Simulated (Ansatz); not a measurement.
Mulliken charges of CF3GeNO, SMILES `O=C=[N][Ge]([F])([F])[F]` from PBE/def2-TZVPP in Ansatz (PBE0-D4/def2-TZVP geometry).

```
atom   x (Å)   y (Å)   z (Å)  charge (e)
  O1   1.206  -2.164   1.608      -0.116
  C2   0.998  -1.214   0.984       0.195
  N3   0.872  -0.198   0.343      -0.206
 Ge4  -0.428   0.651  -0.521       0.963
  F5   0.195   2.073  -1.199      -0.275
  F6  -1.706   1.077   0.516      -0.280
  F7  -1.076  -0.292  -1.776      -0.280
```

**Question.** By hand: the dipole of these point charges (1 e Å = 4.8032 D).

**Answer.** Σ q r = (0.188, -0.108, 0.115) e Å, of length 0.245 e Å = 1.18 D.

**Question.** How does the dipole of the full density compare? (Estimate.)

**Answer.** Ansatz gave: (0.099, -0.061, 0.064) e Å, 0.64 D; the point charges give 1.84 times that, at 2° from its direction.

Point charges leave out the atoms' own dipoles, such as those of lone pairs, and Mulliken's split depends on the basis, so the two needn't agree.
